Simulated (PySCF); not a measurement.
CH₄BNSi, AlBH₅N₂, Al₂FH₂O, Al₂BH₅N and others (calculated)

Calculation on a computer-drawn molecule: the log of a Hartree-Fock and frozen-core CCSD(T) single point meant for a local Hartree-Fock minimum, with one planted fault or none, to be diagnosed. Offsets are logged minus clean, where the clean run is the same molecule without the fault. The reference is restricted for singlets and unrestricted otherwise, and also for a bond in bohr or an excited solution. Adding or removing an electron swaps singlet and doublet. The excited solution moves the top pair (singlet) or top alpha electron (doublet) to the lowest empty orbital. Highest occupied and lowest empty are orbital energies over both spins, largest force is the largest gradient component, triples share is (T) over the correlation energy, the T1 limit is 0.02 restricted and 0.045 unrestricted, electrons count all cores, a negative frequency is imaginary (commonest isotopes), and the dipole is about the centre of nuclear charge. Program: PySCF 2.14.0.

Common to all runs: logged SCF converged yes; logged CC converged yes; logged SCF stable within its kind yes; possible faults no fault, one electron removed, one electron added, multiplicity raised by two, geometry at a saddle point, SCF held on an excited solution, minimal basis STO-3G, one bond length entered in bohr, all coordinates scaled.

(1) 
```xyz
8
formula=CH4BNSi meant_charge=0 meant_multiplicity=1 meant_basis=cc-pV(D+d)Z logged_electrons=36 logged_basis_functions=85 logged_spin_squared=0 logged_highest_occupied=-8.9861 logged_lowest_empty=0.46043 logged_largest_force=0.048514 logged_T1_diagnostic=0.017157 logged_D1_diagnostic=0.044327 logged_triples_share=0.03625 logged_dipole_magnitude=0.94648 logged_energy_HF=-408.22136 logged_energy_CCSD(T)=-408.75453 planted_fault=all_coordinates_scaled,by_+4.2_% HF_energy_offset_from_clean_run=8.448 CCSD(T)_energy_offset_from_clean_run=2.667
N      2.0405    -0.4911     0.2885
B      1.8184    -0.0816    -0.9061
C      1.4426     0.4651    -2.3759
Si    -0.5077     0.9085    -2.4440
H      2.2686    -0.8362     1.2267
H      2.0776     1.3811    -2.6088
H      1.6859    -0.3564    -3.1310
H     -1.0070    -0.5907    -2.4220
```

Units: logged_highest_occupied, logged_lowest_empty in eV; logged_largest_force in hartree/bohr; logged_dipole_magnitude in debye; logged_energy_HF, logged_energy_CCSD(T) in hartree; HF_energy_offset_from_clean_run, CCSD(T)_energy_offset_from_clean_run in kcal/mol.

Drawn bonds:
| atom | other atom | order |
| --- | --- | --- |
| 1 | 2 | 2 |
| 2 | 3 | 1 |
| 3 | 4 | 1 |
| 1 | 5 | 1 |
| 3 | 6 | 1 |
| 3 | 7 | 1 |
| 4 | 8 | 1 |

(2) 
```xyz
9
formula=AlBH5N2 meant_charge=0 meant_multiplicity=2 meant_basis=cc-pV(D+d)Z logged_electrons=37 logged_basis_functions=90 logged_spin_squared=0.7551 logged_highest_occupied=-7.0709 logged_lowest_empty=1.0262 logged_largest_force=0.020036 logged_T1_diagnostic=0.014697 logged_D1_diagnostic=0.048184 logged_triples_share=0.027159 logged_dipole_magnitude=2.4618 logged_energy_HF=-378.45131 logged_energy_CCSD(T)=-378.97512 planted_fault=all_coordinates_scaled,by_-2.0_% HF_energy_offset_from_clean_run=2.279 CCSD(T)_energy_offset_from_clean_run=4.309
N      0.1230    -0.2805    -0.4029
B      0.5144    -1.5567    -0.7801
N     -0.3827    -2.4041    -1.4153
Al     2.5083    -2.2467    -0.3908
H      0.7194     0.3489     0.0458
H     -0.7756     0.0804    -0.5584
H     -1.3090    -2.1574    -1.6248
H     -0.1518    -3.3097    -1.6989
H      2.9258    -3.6997    -0.8291
```

Units: logged_highest_occupied, logged_lowest_empty in eV; logged_largest_force in hartree/bohr; logged_dipole_magnitude in debye; logged_energy_HF, logged_energy_CCSD(T) in hartree; HF_energy_offset_from_clean_run, CCSD(T)_energy_offset_from_clean_run in kcal/mol.

Drawn bonds:
| atom | other atom | order |
| --- | --- | --- |
| 1 | 2 | 1 |
| 2 | 3 | 1 |
| 2 | 4 | 1 |
| 1 | 5 | 1 |
| 1 | 6 | 1 |
| 3 | 7 | 1 |
| 3 | 8 | 1 |
| 4 | 9 | 1 |

(3) 
```xyz
6
formula=Al2FH2O meant_charge=1 meant_multiplicity=1 meant_basis=cc-pV(D+d)Z logged_electrons=45 logged_basis_functions=84 logged_spin_squared=0.7613 logged_highest_occupied=-5.4933 logged_lowest_empty=1.2719 logged_largest_force=0.052396 logged_T1_diagnostic=0.017677 logged_D1_diagnostic=0.047739 logged_triples_share=0.02023 logged_dipole_magnitude=3.3699 logged_energy_HF=-659.3821 logged_energy_CCSD(T)=-659.89805 planted_fault=one_electron_added HF_energy_offset_from_clean_run=-117.8 CCSD(T)_energy_offset_from_clean_run=-124.2
O      0.4833    -0.3801    -0.5430
Al    -1.0343     0.1445    -0.5318
Al    -3.5652     0.9762    -0.4996
F     -4.3849    -0.3323     0.0290
H      1.3646    -0.7123    -0.5406
H     -3.9903     2.4021    -0.9169
```

Units: logged_highest_occupied, logged_lowest_empty in eV; logged_largest_force in hartree/bohr; logged_dipole_magnitude in debye; logged_energy_HF, logged_energy_CCSD(T) in hartree; HF_energy_offset_from_clean_run, CCSD(T)_energy_offset_from_clean_run in kcal/mol.

Drawn bonds:
| atom | other atom | order |
| --- | --- | --- |
| 1 | 2 | 1 |
| 2 | 3 | 1 |
| 3 | 4 | 1 |
| 1 | 5 | 1 |
| 3 | 6 | 1 |

(4) 
```xyz
9
formula=Al2BH5N meant_charge=0 meant_multiplicity=2 meant_basis=cc-pV(D+d)Z logged_electrons=43 logged_basis_functions=33 logged_spin_squared=0.7712 logged_highest_occupied=-2.0362 logged_lowest_empty=8.1661 logged_largest_force=0.037367 logged_T1_diagnostic=0.021032 logged_D1_diagnostic=0.080362 logged_triples_share=0.020785 logged_dipole_magnitude=1.9169 logged_energy_HF=-558.9565 logged_energy_CCSD(T)=-559.14369 planted_fault=minimal_basis_STO-3G HF_energy_offset_from_clean_run=4339 CCSD(T)_energy_offset_from_clean_run=4492
N     -0.1245    -1.9909    -0.8141
B     -1.1932    -1.3301    -0.2119
Al    -1.0538     0.2271     1.2788
Al    -1.1960     0.5334     3.8303
H      0.8366    -1.8257    -0.6012
H     -0.2535    -2.6923    -1.5154
H     -2.2960    -1.6488    -0.5941
H      0.1222     0.6069     4.7168
H     -2.5725     0.8743     4.5478
```

Units: logged_highest_occupied, logged_lowest_empty in eV; logged_largest_force in hartree/bohr; logged_dipole_magnitude in debye; logged_energy_HF, logged_energy_CCSD(T) in hartree; HF_energy_offset_from_clean_run, CCSD(T)_energy_offset_from_clean_run in kcal/mol.

Drawn bonds:
| atom | other atom | order |
| --- | --- | --- |
| 1 | 2 | 1 |
| 2 | 3 | 1 |
| 3 | 4 | 1 |
| 1 | 5 | 1 |
| 1 | 6 | 1 |
| 2 | 7 | 1 |
| 4 | 8 | 1 |
| 4 | 9 | 1 |

(5) 
```xyz
7
formula=BH4OSi meant_charge=1 meant_multiplicity=1 meant_basis=cc-pV(D+d)Z logged_electrons=31 logged_basis_functions=71 logged_spin_squared=0.7693 logged_highest_occupied=-6.5411 logged_lowest_empty=2.6328 logged_largest_force=0.10497 logged_T1_diagnostic=0.016101 logged_D1_diagnostic=0.044678 logged_triples_share=0.023205 logged_dipole_magnitude=0.68902 logged_energy_HF=-390.80112 logged_energy_CCSD(T)=-391.19828 planted_fault=one_electron_added HF_energy_offset_from_clean_run=-133.9 CCSD(T)_energy_offset_from_clean_run=-142
B     -1.4294    -0.8228    -3.1105
O     -1.0631    -0.7999    -1.7484
Si    -0.6591    -0.7808    -0.2560
H     -2.4331    -1.3964    -3.3744
H     -0.6979    -0.2667    -3.8600
H     -1.1392     0.3132     0.5741
H      0.1819    -1.8574     0.2443
```

Units: logged_highest_occupied, logged_lowest_empty in eV; logged_largest_force in hartree/bohr; logged_dipole_magnitude in debye; logged_energy_HF, logged_energy_CCSD(T) in hartree; HF_energy_offset_from_clean_run, CCSD(T)_energy_offset_from_clean_run in kcal/mol.

Drawn bonds:
| atom | other atom | order |
| --- | --- | --- |
| 1 | 2 | 1 |
| 2 | 3 | 1 |
| 1 | 4 | 1 |
| 1 | 5 | 1 |
| 3 | 6 | 1 |
| 3 | 7 | 1 |

(6) 
```xyz
7
formula=B3H3N meant_charge=0 meant_multiplicity=2 meant_basis=cc-pVDZ logged_electrons=25 logged_basis_functions=23 logged_spin_squared=0.7563 logged_highest_occupied=-7.7893 logged_lowest_empty=4.8701 logged_largest_force=0.025424 logged_T1_diagnostic=0.021788 logged_D1_diagnostic=0.066016 logged_triples_share=0.032314 logged_dipole_magnitude=1.666 logged_energy_HF=-128.54327 logged_energy_CCSD(T)=-128.75501 planted_fault=minimal_basis_STO-3G HF_energy_offset_from_clean_run=1049 CCSD(T)_energy_offset_from_clean_run=1182
B     -1.9508     3.1647    -2.1865
B     -0.9772     2.5819    -0.9875
N     -0.1875     2.1277    -0.1325
B      0.6919     1.6198     0.8337
H     -3.0392     3.6202    -2.3075
H      0.6846     0.4462     1.0930
H      1.4512     2.3592     1.4008
```

Units: logged_highest_occupied, logged_lowest_empty in eV; logged_largest_force in hartree/bohr; logged_dipole_magnitude in debye; logged_energy_HF, logged_energy_CCSD(T) in hartree; HF_energy_offset_from_clean_run, CCSD(T)_energy_offset_from_clean_run in kcal/mol.

Drawn bonds:
| atom | other atom | order |
| --- | --- | --- |
| 1 | 2 | 1 |
| 2 | 3 | 2 |
| 3 | 4 | 1 |
| 1 | 5 | 1 |
| 4 | 6 | 1 |
| 4 | 7 | 1 |

(7) 
```xyz
8
formula=CH4AlBCl meant_charge=0 meant_multiplicity=2 meant_basis=cc-pV(D+d)Z logged_electrons=45 logged_basis_functions=94 logged_spin_squared=1.4743 logged_highest_occupied=-8.5246 logged_lowest_empty=0.68776 logged_largest_force=0.016134 logged_T1_diagnostic=0.057512 logged_D1_diagnostic=0.27024 logged_triples_share=0.033749 logged_dipole_magnitude=2.6978 logged_energy_HF=-766.1912 logged_energy_CCSD(T)=-766.64929 planted_fault=one_bond_length_entered_in_bohr,row_7_of_the_drawn_bonds HF_energy_offset_from_clean_run=78.21 CCSD(T)_energy_offset_from_clean_run=80.79
B     -0.8593    -1.4726    -0.6560
Al    -0.8517     0.5418    -0.2662
C     -0.1137     1.4035     1.3219
Cl    -1.7482     1.7564    -1.7703
H     -0.8650    -2.6395    -0.8805
H     -0.8949     1.9442     1.8676
H      0.3436     0.6883     2.0125
H      1.3274     2.7951     0.8008
```

Units: logged_highest_occupied, logged_lowest_empty in eV; logged_largest_force in hartree/bohr; logged_dipole_magnitude in debye; logged_energy_HF, logged_energy_CCSD(T) in hartree; HF_energy_offset_from_clean_run, CCSD(T)_energy_offset_from_clean_run in kcal/mol.

Drawn bonds:
| atom | other atom | order |
| --- | --- | --- |
| 1 | 2 | 1 |
| 2 | 3 | 1 |
| 2 | 4 | 1 |
| 1 | 5 | 1 |
| 3 | 6 | 1 |
| 3 | 7 | 1 |
| 3 | 8 | 1 |

Notes: T1 above single-reference limit.

(8) 
```xyz
11
formula=B2H7NSi meant_charge=0 meant_multiplicity=1 meant_basis=cc-pV(D+d)Z logged_electrons=37 logged_basis_functions=100 logged_spin_squared=0.7671 logged_highest_occupied=-15.531 logged_lowest_empty=-6.2349 logged_largest_force=0.079184 logged_T1_diagnostic=0.040258 logged_D1_diagnostic=0.24983 logged_triples_share=0.026298 logged_dipole_magnitude=5.042 logged_energy_HF=-396.48643 logged_energy_CCSD(T)=-396.96055 planted_fault=one_electron_removed HF_energy_offset_from_clean_run=190.2 CCSD(T)_energy_offset_from_clean_run=211.4
B      0.8253     1.4645     1.8695
Si     0.5554    -0.0872     0.5818
B     -1.1756    -1.1132     0.8812
N      1.9177    -1.1647     0.6357
H      1.8896     1.7157     2.3688
H     -0.0877     2.1998     2.1338
H      0.3488     0.5844    -0.7491
H     -1.2367    -2.3128     0.8307
H     -2.2025    -0.5230     1.0840
H      2.8409    -0.7748     0.5776
H      1.8803    -2.0133     0.1009
```

Units: logged_highest_occupied, logged_lowest_empty in eV; logged_largest_force in hartree/bohr; logged_dipole_magnitude in debye; logged_energy_HF, logged_energy_CCSD(T) in hartree; HF_energy_offset_from_clean_run, CCSD(T)_energy_offset_from_clean_run in kcal/mol.

Drawn bonds:
| atom | other atom | order |
| --- | --- | --- |
| 1 | 2 | 1 |
| 2 | 3 | 1 |
| 2 | 4 | 1 |
| 1 | 5 | 1 |
| 1 | 6 | 1 |
| 2 | 7 | 1 |
| 3 | 8 | 1 |
| 3 | 9 | 1 |
| 4 | 10 | 1 |
| 4 | 11 | 1 |

(9) 
```xyz
9
formula=AlBH5N2 meant_charge=0 meant_multiplicity=2 meant_basis=cc-pV(D+d)Z logged_electrons=37 logged_basis_functions=90 logged_spin_squared=0.762 logged_highest_occupied=-6.893 logged_lowest_empty=2.1197 logged_largest_force=0.0098278 logged_T1_diagnostic=0.016709 logged_D1_diagnostic=0.053085 logged_triples_share=0.027152 logged_dipole_magnitude=2.6905 logged_energy_HF=-378.43901 logged_energy_CCSD(T)=-378.96728 planted_fault=all_coordinates_scaled,by_+1.3_% HF_energy_offset_from_clean_run=0.9208 CCSD(T)_energy_offset_from_clean_run=-0.5386
N     -2.5114    -1.2612    -0.0765
B     -1.6007    -0.2148    -0.1605
Al    -0.2766     1.3714    -0.2719
N      1.2646     1.2505    -1.1866
H     -2.4899    -1.9616     0.6575
H     -3.2684    -1.3965    -0.7387
H     -0.5884     2.7621     0.4626
H      1.5989     0.4414    -1.7010
H      1.9418     2.0038    -1.2640
```

Units: logged_highest_occupied, logged_lowest_empty in eV; logged_largest_force in hartree/bohr; logged_dipole_magnitude in debye; logged_energy_HF, logged_energy_CCSD(T) in hartree; HF_energy_offset_from_clean_run, CCSD(T)_energy_offset_from_clean_run in kcal/mol.

Drawn bonds:
| atom | other atom | order |
| --- | --- | --- |
| 1 | 2 | 1 |
| 2 | 3 | 1 |
| 3 | 4 | 1 |
| 1 | 5 | 1 |
| 1 | 6 | 1 |
| 3 | 7 | 1 |
| 4 | 8 | 1 |
| 4 | 9 | 1 |

(10) 
```xyz
6
formula=CH2BClO meant_charge=0 meant_multiplicity=1 meant_basis=cc-pV(D+d)Z logged_electrons=38 logged_basis_functions=75 logged_spin_squared=0.8632 logged_highest_occupied=-8.0471 logged_lowest_empty=1.068 logged_largest_force=0.020453 logged_T1_diagnostic=0.054975 logged_D1_diagnostic=0.23309 logged_triples_share=0.038012 logged_dipole_magnitude=1.9225 logged_energy_HF=-597.91296 logged_energy_CCSD(T)=-598.48644 planted_fault=one_bond_length_entered_in_bohr,row_5_of_the_drawn_bonds HF_energy_offset_from_clean_run=80.49 CCSD(T)_energy_offset_from_clean_run=83.17
O     -1.1228     1.5171    -0.5786
C     -1.2422     1.4093    -1.9373
B     -0.9947     2.2903    -2.9837
Cl    -0.7224     3.2929    -4.3328
H     -0.8064     2.3754    -0.3437
H     -1.9278    -0.4440    -2.4909
```

Units: logged_highest_occupied, logged_lowest_empty in eV; logged_largest_force in hartree/bohr; logged_dipole_magnitude in debye; logged_energy_HF, logged_energy_CCSD(T) in hartree; HF_energy_offset_from_clean_run, CCSD(T)_energy_offset_from_clean_run in kcal/mol.

Drawn bonds:
| atom | other atom | order |
| --- | --- | --- |
| 1 | 2 | 1 |
| 2 | 3 | 2 |
| 3 | 4 | 1 |
| 1 | 5 | 1 |
| 2 | 6 | 1 |

Notes: T1 above single-reference limit.
